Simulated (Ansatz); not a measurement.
SiSe₂⁺. Charge 1, multiplicity 2. Geometry r2SCAN-D4/def2-TZVP; atoms count from 1.

```xyz
3

Si    0.000    0.000    0.000
Se    1.396    0.876    1.275
Se   -1.396   -0.876   -1.275
```

Another isomer (doublet) lies 0.85 eV lower at PBE0-D4/def2-TZVP; other spin states weren't run for this one.

(1) Estimate the Mulliken populations from the PBE0/def2-TZVP orbitals of Ansatz.

(2) Where does the spin sit?

(3) And the Mayer bond orders between bonded heavy atoms (over 0.3)?

Results:

(1) 
| atom | charge (e) | spin (α − β) |
| --- | --- | --- |
| Si1 | 0.44 | -0.25 |
| Se2 | 0.28 | 0.62 |
| Se3 | 0.28 | 0.62 |
Mulliken values and Mayer orders depend strongly on the basis.

(2) Summed by element: Si -0.25, Se 1.25, of 1 unpaired in all. Largest on single atoms: Se3 0.62, Se2 0.62, Si1 -0.25.

(3) Si1–Se2 2.04 (2.08 Å); Si1–Se3 2.04 (2.08 Å).
